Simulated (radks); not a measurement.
The numbers below are computed, except where a source is named.
Species: Ir. Configuration: [Xe] 4f14 5d7 6s2 (the NIST ground configuration). Level of theory: scalar-relativistic Kohn-Sham, LDA (Slater exchange, Perdew-Wang correlation), spin-polarised, spherical densities, finite nucleus; open shells are filled with parallel spins first (spin-orbit coupling, left out, can overturn this in heavy ions); Fermi nuclear charge, rms radius 5.4032 fm; hard spherical wall at 2 bohr (a radial shooting solver on a logarithmic mesh with Libxc functionals).

Unscreened Slater integrals over Kohn-Sham orbitals (cm^-1). They are taken over the spin-up orbitals. Empty in this configuration: 5f.

integral,value
"F0(6s,6s)",157630
"F0(6s,5d)",160970
"G2(6s,5d)",34943
"F0(6s,4f)",202100
"G3(6s,4f)",18757
"F0(6s,5f)",158310
"G3(6s,5f)",42433
"F0(5d,5d)",168240
"F2(5d,5d)",96826
"F4(5d,5d)",68598
"F0(5d,4f)",203230
"F2(5d,4f)",59940
"F4(5d,4f)",30580
"G1(5d,4f)",23243
"G3(5d,4f)",21872
"G5(5d,4f)",17500
"F0(5d,5f)",163840
"F2(5d,5f)",89649
"F4(5d,5f)",63145
"G1(5d,5f)",105970
"G3(5d,5f)",71217
"G5(5d,5f)",53624
"F0(4f,4f)",365880
"F2(4f,4f)",178150
"F4(4f,4f)",112640
"F6(4f,4f)",81284
"F0(4f,5f)",202890
"F2(4f,5f)",60460
"F4(4f,5f)",31425
"F6(4f,5f)",20926
"G0(4f,5f)",25735
"G2(4f,5f)",29913
"G4(4f,5f)",22690
"G6(4f,5f)",17493
"F0(5f,5f)",161380
"F2(5f,5f)",88044
"F4(5f,5f)",63405
"F6(5f,5f)",49520

Derived for the open shells (J is the average intra-shell exchange parameter used in DFT+U). 5d: Racah B = F2/49 - 5 F4/441 = 1198 cm^-1, C = 35 F4/441 = 5444 cm^-1, C/B = 4.54, F4/F2 = 0.708, J = (F2 + F4)/14 = 11820 cm^-1.
